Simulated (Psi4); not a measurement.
Psi4 input (wB97X-D/6-31G*):

```
memory 1500 MB

molecule {
1 2
C    -1.93431100    0.08716700    0.35535200
C    -0.75443500    0.35236600   -0.56730200
C     0.56497100   -0.08049900    0.01824500
O     0.73112100   -0.58792300    1.09620000
O     1.59147200    0.17115400   -0.83087300
H    -1.81802000    0.61626200    1.30089200
H    -2.02155800   -0.97488500    0.58326700
H    -2.86220500    0.41703100   -0.11285900
H    -0.86969000   -0.16159100   -1.52561500
H    -0.66814700    1.41396300   -0.81502300
H     2.40152800   -0.13083200   -0.39105200
symmetry c1
no_reorient
no_com
}

set {
  basis 6-31G*
  reference uks
  scf_type pk
  dft_radial_points 99
  dft_spherical_points 590
  e_convergence 1e-8
  d_convergence 1e-7
  maxiter 150
}

e = energy('wb97x-d')
print_out(f'\nFINAL {e:.10f} DIPOLE {variable("CURRENT DIPOLE")[0]:.6f} {variable("CURRENT DIPOLE")[1]:.6f} {variable("CURRENT DIPOLE")[2]:.6f}\n')
```

Output:

```
   => Loading Basis Set <=

    Name: 6-31G*
    Role: ORBITAL
    Keyword: BASIS
    atoms 1-3  entry C          line   111 file 6-31gs.gbs
    atoms 4-5  entry O          line   145 file 6-31gs.gbs
    atoms 6-11 entry H          line    44 file 6-31gs.gbs

   => WB97X-D: Empirical Dispersion <=

    Chai and Head-Gordon Dispersion Correction
    Chai, J.-D.; Head-Gordon, M. (2010), J. Chem. Phys., 132: 6615-6620

        s6 =       1.000000

         ---------------------------------------------------------
                                   SCF
               by Justin Turney, Rob Parrish, Andy Simmonett
                          and Daniel G. A. Smith
                              UKS Reference
         ---------------------------------------------------------

  ==> Geometry <==

    Molecular point group: c1
    Full point group: C1

    Geometry (in Angstrom), charge = 1, multiplicity = 2:

       Center              X                  Y                   Z               Mass
    ------------   -----------------  -----------------  -----------------  -----------------
         C           -1.934311000000     0.087167000000     0.355352000000    12.000000000000
         C           -0.754435000000     0.352366000000    -0.567302000000    12.000000000000
         C            0.564971000000    -0.080499000000     0.018245000000    12.000000000000
         O            0.731121000000    -0.587923000000     1.096200000000    15.994914619570
         O            1.591472000000     0.171154000000    -0.830873000000    15.994914619570
         H           -1.818020000000     0.616262000000     1.300892000000     1.007825032230
         H           -2.021558000000    -0.974885000000     0.583267000000     1.007825032230
         H           -2.862205000000     0.417031000000    -0.112859000000     1.007825032230
         H           -0.869690000000    -0.161591000000    -1.525615000000     1.007825032230
         H           -0.668147000000     1.413963000000    -0.815023000000     1.007825032230
         H            2.401528000000    -0.130832000000    -0.391052000000     1.007825032230

  Running in c1 symmetry.

  Rotational constants: A =      0.34024  B =      0.12676  C =      0.09558 [cm^-1]
  Rotational constants: A =  10200.13975  B =   3800.07647  C =   2865.38058 [MHz]
  Nuclear repulsion =  178.449372990816158

  Charge       = 1
  Multiplicity = 2
  Electrons    = 39
  Nalpha       = 20
  Nbeta        = 19

  ==> Algorithm <==

  SCF Algorithm Type is PK.
  DIIS enabled.
[...]
      54A      1.129699    55A      1.176618    56A      1.181384
      57A      1.332997    58A      1.355572    59A      1.393905
      60A      1.510542    61A      1.544920    62A      1.552448
      63A      1.566105    64A      1.591688    65A      1.708291
      66A      1.712951    67A      1.788695    68A      1.812540
      69A      1.860481    70A      1.913465    71A      2.079748
      72A      2.145001    73A      2.202290    74A      2.221140
      75A      2.258939    76A      2.275047    77A      2.401643
      78A      2.437950    79A      2.536710    80A      2.672956
      81A      2.760110    82A      2.890637    83A      3.642447
      84A      3.868948    85A      3.996144    86A      4.179141
      87A      4.364055

    Beta Occupied:

       1A    -19.660228     2A    -19.610558     3A    -10.744488
       4A    -10.555123     5A    -10.478558     6A     -1.522110
       7A     -1.424238     8A     -1.124904     9A     -1.001935
      10A     -0.914266    11A     -0.893164    12A     -0.848885
      13A     -0.825038    14A     -0.758853    15A     -0.741667
      16A     -0.703656    17A     -0.676235    18A     -0.650941
      19A     -0.634865

    Beta Virtual:

      20A     -0.411733    21A     -0.201345    22A     -0.050363
      23A     -0.006320    24A      0.044670    25A      0.047004
      26A      0.065214    27A      0.096978    28A      0.098506
      29A      0.099335    30A      0.133774    31A      0.185830
      32A      0.368975    33A      0.379354    34A      0.416810
      35A      0.456953    36A      0.457825    37A      0.468957
      38A      0.539456    39A      0.577516    40A      0.611028
      41A      0.650139    42A      0.652749    43A      0.710070
      44A      0.715413    45A      0.776945    46A      0.794153
      47A      0.809028    48A      0.820090    49A      0.834488
      50A      0.872582    51A      0.897965    52A      0.930783
      53A      0.935620    54A      1.133683    55A      1.181243
      56A      1.183759    57A      1.338848    58A      1.367807
      59A      1.402811    60A      1.528755    61A      1.561859
      62A      1.567394    63A      1.593492    64A      1.610263
      65A      1.714197    66A      1.725313    67A      1.798891
      68A      1.817156    69A      1.864797    70A      1.921438
      71A      2.083138    72A      2.148903    73A      2.203809
      74A      2.229130    75A      2.263569    76A      2.279180
      77A      2.406793    78A      2.441218    79A      2.544945
      80A      2.684645    81A      2.769760    82A      2.903920
      83A      3.654531    84A      3.883440    85A      4.003960
      86A      4.181113    87A      4.367488

    Final Occupation by Irrep:
              A
    DOCC [    19 ]
    SOCC [     1 ]
    NA   [    20 ]
    NB   [    19 ]

  @UKS Final Energy:  -267.92812861075242

   => Energetics <=

    Nuclear Repulsion Energy =            178.4493729908161583
    One-Electron Energy =                -707.6360694745609408
    Two-Electron Energy =                 285.6861066469724051
    DFT Exchange-Correlation Energy =     -24.4239068877125192
    Empirical Dispersion Energy =          -0.0036318862675821
    VV10 Nonlocal Energy =                  0.0000000000000000
    Total Energy =                       -267.9281286107524238

  UHF NO Occupations:
  HONO-2 :   18  A 1.9990723
  HONO-1 :   19  A 1.9985995
  HONO-0 :   20  A 1.0000000
  LUNO+0 :   21  A 0.0014005
  LUNO+1 :   22  A 0.0009277
  LUNO+2 :   23  A 0.0003519
  LUNO+3 :   24  A 0.0002000

Computation Completed

Properties will be evaluated at   0.000000,   0.000000,   0.000000 [a0]

Properties computed using the SCF density matrix

 Multipole Moments:

 ------------------------------------------------------------------------------------
     Multipole            Electronic (a.u.)      Nuclear  (a.u.)        Total (a.u.)
 ------------------------------------------------------------------------------------

 L = 1.  Multiply by 2.5417464519 to convert [e a0] to [Debye]
 Dipole X            :          0.6402120            0.0000038            0.6402158
 Dipole Y            :         -0.0003054            0.0000000           -0.0003054
 Dipole Z            :         -0.1808979           -0.0000076           -0.1809055
 Magnitude           :                                                    0.6652842

 ------------------------------------------------------------------------------------

FINAL -267.9281286108 DIPOLE 0.640216 -0.000305 -0.180905

*** Psi4 exiting successfully. Buy a developer a beer!
```

The dipole moment of an ion depends on the origin.

The geometry given is a B3LYP-D3(BJ)/def2-TZVP minimum of the species of charge 0 and multiplicity 1, not of this state.
